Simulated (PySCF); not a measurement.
Several molecules and their computed UV-vis stick spectra, shuffled. Computed with TDDFT CAM-B3LYP/def2-SVPD, vertical, gas phase, core orbitals frozen in the response (PySCF 2.14.0, density-fitted response routines). Geometries: PBE0-D3(BJ)/def2-SVP; one conformer of each isolated species. Triplets are in the Tamm–Dancoff approximation. Relativistic effects are left out although some hold elements past zinc.

A. `c12c(cccc2)nc2c(cccc2)c1`
B. `CN[C@@H]1CCN[SiH2]1`
C. `C[CH2][Ge]([Br])([Br])[Br]`
D. `C[C@H]1CC[C@H](C)CC1`

Lowest singlet levels (six at most, fewer where fewer were computed) with oscillator strengths:

1. 8.32 eV (f 0.000); 8.53 eV (f 0.008); 8.55 eV (f 0.000); 8.74 eV (f 0.072); 8.76 eV (f 0.017); 8.85 eV (f 0.051); T1 8.12 eV
2. 3.63 eV (f 0.068); 4.07 eV (f 0.062); 4.13 eV (f 0.001); 4.96 eV (f 0.001); 5.49 eV (f 1.970); 5.66 eV (f 0.000); T1 2.28 eV
3. 5.41 eV (f 0.000); 5.70 eV (f 0.069 summed over 2 states); 5.80 eV (f 0.067); 6.10 eV (f 0.052 summed over 2 states); 7.29 eV (f 0.012); 7.35 eV (f 0.000); T1 5.02 eV
4. 5.63 eV (f 0.006); 5.84 eV (f 0.006); 6.11 eV (f 0.030); 6.32 eV (f 0.010); 6.48 eV (f 0.019); 6.74 eV (f 0.033); T1 5.35 eV

Question: Which spectrum belongs to which structure?

Answer: 1 = D, 2 = A, 3 = C, 4 = B.
- A: S1 at 3.63 eV, HOMO→LUMO (97%); Löwdin shares by element: HOMO carbon 28% or more, nitrogen 12% (atoms not listed hold the other 60%); LUMO carbon 28% or more, nitrogen 11% (atoms not listed hold the other 61%); HOMO -7.29 and LUMO -1.29 eV; point group C2v, 1 of its 6 listed states under f = 0.0005.
- B: S1 at 5.63 eV, HOMO→LUMO+1 (82%); Löwdin shares by element: HOMO nitrogen 48% or more, carbon 21% or more, silicon 10% (atoms not listed hold the other 21%); LUMO silicon 29%, hydrogen 22% or more, carbon 11% or more (atoms not listed hold the other 38%); HOMO -7.40 and LUMO 1.23 eV.
- C: S1 at 5.41 eV, HOMO→LUMO (95%); Löwdin shares by element: HOMO bromine 100%; LUMO bromine 67%, germanium 22%; HOMO -9.68 and LUMO -0.94 eV.
- D: S1 at 8.32 eV, HOMO→LUMO (91%); Löwdin shares by element: HOMO carbon 47% or more (atoms not listed hold the other 53%); LUMO carbon 29% or more (atoms not listed hold the other 71%); HOMO -9.57 and LUMO 1.50 eV; point group C2h, 2 of its 6 listed states under f = 0.0005.

Without π bonds the low states are Rydberg-like; a valence basis with one diffuse set may place them up to an eV too high.
